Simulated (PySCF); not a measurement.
# One molecule, several mistakes: CGeH7NSi

Calculated results; nothing here was measured. The program is PySCF 2.14.0, an open-source quantum chemistry code, run on an isolated molecule that a program drew, which may never have been made. The molecule is CGeH7NSi (charge 0, singlet), drawn as the SMILES string `[SiH3]N[CH2][GeH]`.

Each row is a Hartree-Fock (HF) and frozen-core CCSD(T) single point in the cc-pV(D+d)Z basis, meant for a local HF minimum. Run 1 is clean. Each other run has one planted mistake out of seven kinds, and not every kind appears here: one electron removed, one electron added, multiplicity raised by two, geometry at a saddle point, minimal basis STO-3G, one bond length entered in bohr, all coordinates scaled. The reference is restricted for singlets and unrestricted otherwise, and also for a bond in bohr. Adding or removing an electron swaps singlet and doublet. Electrons count all cores. HOMO and LUMO are orbital energies over both spins, the gradient is its largest component, and the lowest frequency (negative if imaginary) is given only where the gradient is small. Bond lengths are over the 10 bonds as drawn. T1 is the CCSD diagnostic: over 0.02 (restricted) or 0.045 (unrestricted) a single reference is doubtful. Germanium has the cc-pVDZ-PP basis, with a core potential (ECP10MDF) in place of its 10 inner electrons, and its 3s, 3p and 3d shells are frozen in CCSD(T).

Geometry of the clean run:
```xyz
11
CGeH7NSi, angstrom
Si   -0.3646    0.4066   -1.0300
N     0.3741    0.9015    0.4453
C     0.2471    0.1699    1.6970
Ge    1.5426    0.7551    3.1142
H     0.0965   -0.9580   -1.3785
H     0.0429    1.3705   -2.0778
H    -1.8512    0.3623   -0.9881
H     0.5514    1.8812    0.5599
H     0.4445   -0.8955    1.5238
H    -0.7660    0.2106    2.1300
H     1.0795   -0.3600    4.1449
```

```
run  electrons  basis functions  <S^2>  HOMO (eV)  LUMO (eV)  gradient (hartree/bohr)  lowest frequency (cm^-1)  mean bond (Å)  longest bond (Å)      T1  HF (hartree)  CCSD(T) (hartree)                          mistake
  1         66              109  0.000      -8.74       0.48                  3.1e-05                        52         1.4426             2.007  0.0118    -678.67500         -679.24521                         no fault
  2         66              109  0.959      -8.54       0.56                  1.2e-02                         -         1.5744             2.800  0.0593    -678.56110         -679.12386  one bond length entered in bohr
  3         65              109  0.901     -13.63      -5.53                  8.9e-02                         -         1.4426             2.007  0.0821    -678.39576         -678.93925             one electron removed
  4         67              109  0.764      -0.96       7.58                  2.5e-02                         -         1.4426             2.007  0.0128    -678.68294         -679.26315                                ?
  5         66              109  2.007      -7.71      -0.19                  3.0e-02                         -         1.4426             2.007  0.0144    -678.63909         -679.19216                                ?
```

**Which mistake was planted in run 4, and what did it cost?**

It counts 67 electrons, one more than the clean run, at the same geometry and basis. So the mistake is: one electron added. Subtracting run 1 and multiplying by 627.51 kcal/mol a hartree, the energy moved by -5.0 kcal/mol in HF and -11.3 kcal/mol in CCSD(T).

**Which mistake was planted in run 5, and what did it cost?**

Electrons, basis and geometry are unchanged, and <S^2> is 2.007, beside S(S+1) = 2.00 for a multiplicity of 3. So the mistake is: multiplicity raised by two. Subtracting run 1 and multiplying by 627.51 kcal/mol a hartree, the energy moved by 22.5 kcal/mol in HF and 33.3 kcal/mol in CCSD(T).

Cautions from the logs. Run 2: T1 is over the limit, so its CCSD(T) energy is less reliable; run 3: T1 is over the limit, so its CCSD(T) energy is less reliable.
